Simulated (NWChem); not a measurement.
# CdHF; SMILES [F][CdH]

```xyz
3

Cd    -0.2957    -0.1824     0.0000
H     -0.6719    -1.7724     0.0000
F      0.1492     1.6976     0.0000
```
Atoms are numbered in this order, from 1.

Geometry: optimised at PBE0/def2-SVP. def2 effective core potentials on Cd; no spin-orbit coupling.

Question: List the 6 lowest vertical singlet excitations and the 6 lowest triplet ones from PBE/def2-SVPD with def2 effective core potentials on Cd, TDA (NWChem).

Answer: 
```
state  energy (eV)  oscillator strength  leading excitation (squared amplitude)
-----  -----------  -------------------  --------------------------------------
S1            6.24                0.013                      HOMO → LUMO (0.95)
S2            6.24                0.013                    HOMO−1 → LUMO (0.95)
S3            6.53                0.000                  HOMO−1 → LUMO+1 (0.34)
S4            6.58                0.000                  HOMO−1 → LUMO+2 (0.47)
S5            6.58                0.000                  HOMO−1 → LUMO+1 (0.47)
S6            6.81                0.002                  HOMO−1 → LUMO+2 (0.24)
T1            5.81       spin-forbidden                    HOMO−2 → LUMO (0.98)
T2            5.87       spin-forbidden                      HOMO → LUMO (0.82)
T3            5.87       spin-forbidden                    HOMO−1 → LUMO (0.82)
T4            6.31       spin-forbidden                  HOMO−1 → LUMO+2 (0.32)
T5            6.41       spin-forbidden                  HOMO−1 → LUMO+2 (0.47)
T6            6.41       spin-forbidden                  HOMO−1 → LUMO+1 (0.47)
```
